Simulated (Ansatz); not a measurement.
`[SiH3][CH]1[S][GeH2]1` → C• + Ge• + 6 H• + S• + Si•  (atomization)

Calculated with Ansatz (gas phase, PBE0-D4/def2-TZVP geometries, no zero-point term in ΔE). CBS: MP2 limit from def2 TZ/QZ plus the TZ coupled-cluster correction, frozen cores. This one scheme is used for every species, atoms too. Functionals use def2-TZVPP. B3LYP here is the variant with VWN-RPA as its local correlation; programs differ in this. Open shells (•) are unrestricted, without spin–orbit coupling. Spin–orbit coupling would lower the free atoms: a little for C, S, Si; clearly for Ge. Bonds to Ge are less sure, by a few kJ/mol each and by 10 to 20 or more in all where they break to atoms, as the def2 sets lack core-valence functions. Scalar relativity is left out up to krypton.

Q: What is ΔE at CCSD(T)/CBS? (An estimate is asked.)

A: The calculation gave: +32.07 eV.

Q: What do these levels give: PBE-D4, ωB97X-V, PBE, PBE0, B3LYP, HF/def2-TZVPP, MP2/def2-TZVPP, SCS-MP2/def2-TZVPP, CCSD/def2-TZVPP, MP2/def2-QZVPP, MP2/CBS(def2), CCSD/CBS(def2)? (An estimate is asked.)

A: The calculation gave: PBE-D4 32.06, ωB97X-V 32.19, PBE 31.78, PBE0 31.55, B3LYP 31.22, HF/def2-TZVPP 22.99, MP2/def2-TZVPP 31.38, SCS-MP2/def2-TZVPP 31.39, CCSD/def2-TZVPP 30.69, MP2/def2-QZVPP 31.88, MP2/CBS(def2) 32.23, CCSD/CBS(def2) 31.55 eV.

Largest T1 diagnostic among the species: 0.012.

In def2-TZVPP, CCSD(T) changes the Hartree–Fock value by +8.23 eV (the triples alone add +0.52 eV) and MP2 by +8.39 eV; breaking electron pairs costs correlation energy, which Hartree–Fock lacks. The D4 term adds +0.45 eV with B3LYP and +0.24 eV with PBE0; it sums over pairs of atoms, weighted by their polarisabilities, and B3LYP, whose exchange is more repulsive, gets the larger term.

For atomizations the MP2-based limit and the directly extrapolated one differ by several kJ/mol either way, and by 10 to 25 for some Ge, Se and Sn compounds, so smaller differences from it don't rank the levels.
